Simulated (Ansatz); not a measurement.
Ligand exchange: BBr3 + C5H11Cl → BBr2Cl + C5H11Br

Gas-phase species: BBr3 `BrB(Br)Br`, singlet; C5H11Cl (1-chloropentane) `CCCCCCl`, singlet; BBr2Cl (dibromo(chloro)borane) `ClB(Br)Br`, singlet; C5H11Br (1-bromopentane) `CCCCCBr`, singlet. The partners trade Br for Cl: B–Br and C–Cl bonds give way to B–Cl and C–Br.

Shapes, held fixed at every level: PBE0-D4/def2-TZVP. Flexible molecules stand in one conformer, not always the lowest. Programs: Ansatz 0.2.0. Electronic energies: no zero-point or thermal term.

```tsv
level	kind	ΔE (kJ/mol)	less CCSD(T)/def2-TZVPP
SPW92/def2-TZVPP	LDA	-17.4	+2.1
PBE-D4/def2-TZVPP	GGA	-17.6	+1.9
wB97X-V/def2-TZVPP	range-separated hybrid	-18.3	+1.2
B2PLYP/def2-TZVPP	double hybrid	-19.4	+0.1
MP2/def2-SVP	perturbation theory	-21.7	-2.2
CCSD/def2-SVP	coupled cluster or CI	-21.8	-2.3
CCSD(T)/def2-TZVPP	coupled cluster or CI	-19.5	0.0
```

The highest level, CCSD(T)/def2-TZVPP, gives ΔE = -19.5 kJ/mol; the levels span -21.8 to -17.4. The column of differences is taken from that level and isn't an error. No measured value is set beside it here. Relativity is left out for Br. Outer-core shells of Br are correlated, in sets that cover them unevenly.
